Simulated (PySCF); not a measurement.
# Energy and ionisation energy along a bond of AlBFH2 cation

Calculated results; nothing here was measured. They come from PySCF 2.14.0, an open-source quantum chemistry program, on an isolated molecule that a program drew, which may never have been made. The molecule is AlBFH2 cation (charge +1, singlet), drawn as the SMILES string `[BH2][Al+][F]`.

The structure below is the HF double-zeta minimum with every atom moved a little at random, so it isn't optimised. Bond B1-H5 is then set to each length in the table by shifting atom 5 along it, with nothing else relaxed.
```xyz
5
AlBFH2 cation, angstrom
B     1.0987   -2.8493   -0.3554
Al   -0.1044   -1.4358   -1.4854
F    -1.0051   -0.3898   -2.3057
H     0.8315   -2.9812    0.7817
H     1.8816   -3.4564   -0.9591
```

E is the energy above the same method's energy at the HF double-zeta minimum. IE is the energy to remove one electron at fixed geometry, to the doublet state of charge +2, as a difference of total energies. The basis family is cc-pV(n+d)Z, with UHF for radicals and no spin-orbit coupling. Best is HF at quadruple zeta, plus MP2 correlation extrapolated from triple and quadruple zeta, plus CCSD(T) minus MP2 at triple zeta, with a frozen core. The other columns are at triple zeta.

| bond (Å) | E CCSD (kcal/mol) | E HF (kcal/mol) | E CCSD(T) (kcal/mol) | E best (kcal/mol) | IE CCSD (eV) | IE HF (eV) | IE CCSD(T) (eV) | IE best (eV) | T1 |
|---|---|---|---|---|---|---|---|---|---|
| 1.1602 | 0.16 | 0.03 | 0.21 | 0.16 | 17.866 | 17.039 | 17.876 | 17.975 | 0.014 |
| 1.2972 | ? | ? | ? | ? | ? | ? | ? | ? | ? |
| 1.4412 | 13.31 | 14.75 | 13.11 | 13.21 | 17.498 | 16.595 | 17.515 | 17.605 | 0.014 |
| 1.4562 | 14.57 | 16.14 | 14.35 | 14.45 | 17.466 | 16.547 | 17.484 | 17.574 | 0.014 |
| 1.5652 | 24.37 | 26.97 | 24.01 | 24.15 | 17.196 | 16.157 | 17.224 | 17.314 | 0.014 |

T1 is the CCSD diagnostic of the starting molecule.

**Estimate the best E and IE at 1.2972 Å from the other rows.**

A cubic in the inverse of the bond length through the other values of E best gives 3.36 kcal/mol there. A least-squares quadratic in the bond length through IE best gives 17.845 eV. The calculation gives 3.28 kcal/mol and 17.843 eV, so the fits miss by 0.08 kcal/mol and 0.002 eV. The same recipe one zeta lower moves these two values by 0.14 kcal/mol and 0.02 eV, a gauge of their own error. The rest of the row: E is 3.31 (CCSD), 3.76 (HF), 3.25 (CCSD(T)); IE is 17.737 (CCSD), 16.918 (HF), 17.749 (CCSD(T)); T1 is 0.014.
